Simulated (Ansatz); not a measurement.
Relaxation of CH$_{7}$AlN$_{2}$ (11 atoms, charge 0, multiplicity 1), to a largest force component of 0.015 eV/Å in at most 40 steps.

Computed with RKS PBE0-D4/STO-3G (Ansatz 0.2.0).

```xyz
11
Properties=species:S:1:pos:R:3
C -1.158 1.011 -0.199
Al 0.190 -0.336 0.053
N 0.451 -1.076 1.775
N 1.325 -0.906 -1.430
H -1.222 1.357 -1.294
H -0.979 1.951 0.424
H -2.169 0.643 0.074
H 1.496 -0.805 2.061
H -0.157 -0.564 2.485
H 1.714 -0.065 -1.798
H 0.575 -1.267 -2.130
```

Q: Where does it end, and by what steps?

A: The forces met the threshold. Limits of this set-up: minimal basis. After 15 steps the energy has fallen by 1.425 eV; H11 moved furthest, 1.55 Å.

```
step  energy less start (eV)  largest force component (eV/Å)  accepted
   0                  0.0000                           3.655       yes
   1                 -0.7480                           1.543       yes
   2                 -0.8595                           1.466       yes
   3                 -0.9035                           3.698       yes
   4                 -1.0525                           1.483       yes
   5                 -1.1339                           0.615       yes
   6                 -1.1979                           0.500       yes
   7                 -1.2729                           0.400       yes
   8                 -1.3328                           0.465       yes
   9                 -1.3862                           0.328       yes
  10                 -1.4049                           0.604       yes
  11                 -1.3869                           1.440        no
  12                 -1.4190                           0.235       yes
  13                 -1.4196                           0.179       yes
  14                 -1.4236                           0.113       yes
  15                 -1.4247                           0.011       yes
```

```xyz
11
Properties=species:S:1:pos:R:3
C -1.211 1.173 -0.187
Al 0.146 -0.144 0.022
N 0.472 -0.867 1.559
N 1.105 -0.677 -1.315
H -1.370 1.440 -1.237
H -0.969 2.101 0.341
H -2.176 0.835 0.204
H 1.208 -1.562 1.755
H -0.012 -0.638 2.439
H 1.014 -0.340 -2.285
H 1.859 -1.379 -1.276
```

Run time: 41 s on 1 thread of Intel(R) Xeon(R) Processor @ 2.70GHz (shared host), peak memory 0.13 GiB.
